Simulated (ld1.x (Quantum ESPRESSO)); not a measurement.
**Transferability test, TM potential for Mg**

magnesium (Mg), norm-conserving Troullier–Martins (Kleinman–Bylander form), made with ld1.x (Quantum ESPRESSO) 7.5 (PBEsol, non-relativistic). Core [Ne], reference 3s2 3p0. Waves: 3s (bound): rc 2.65 bohr; 3p (bound, empty): rc 2.15 bohr. Local part: the p channel. Core correction: none.

Energies are relative to the spin-unpolarised reference configuration 3s2 3p0; without spin polarisation the order of configurations can differ from experiment.

Problem. Give the all-electron excitation energy and the error of the potential for: 3s1 3p0; 3s1.5 3p0; 3s1 3p1; 3s0 3p2; 3s0 3p1.

Solution.

```json
{"valence configuration": "3s1 3p0", "charge": "+1", "ΔE all-electron (eV)": "7.909", "error AE − PS (meV)": "+1.5"}
{"valence configuration": "3s1.5 3p0", "charge": "+0.5", "ΔE all-electron (eV)": "3.124", "error AE − PS (meV)": "-0.3"}
{"valence configuration": "3s1 3p1", "charge": "0", "ΔE all-electron (eV)": "3.459", "error AE − PS (meV)": "+5.6"}
{"valence configuration": "3s0 3p2", "charge": "0", "ΔE all-electron (eV)": "7.092", "error AE − PS (meV)": "+36"}
{"valence configuration": "3s0 3p1", "charge": "+1", "ΔE all-electron (eV)": "12.196", "error AE − PS (meV)": "+62"}
```

Levels in the configuration 3s1 3p1:

```json
{"level": "3s", "all-electron (eV)": "-5.610", "pseudo (eV)": "-5.596"}
{"level": "3p", "all-electron (eV)": "-2.059", "pseudo (eV)": "-2.059"}
```

ld1.x printed “convergence not achieved” for 3 of the counted tests; their residual had stalled under 1e-8, short of the target of 1e-14.
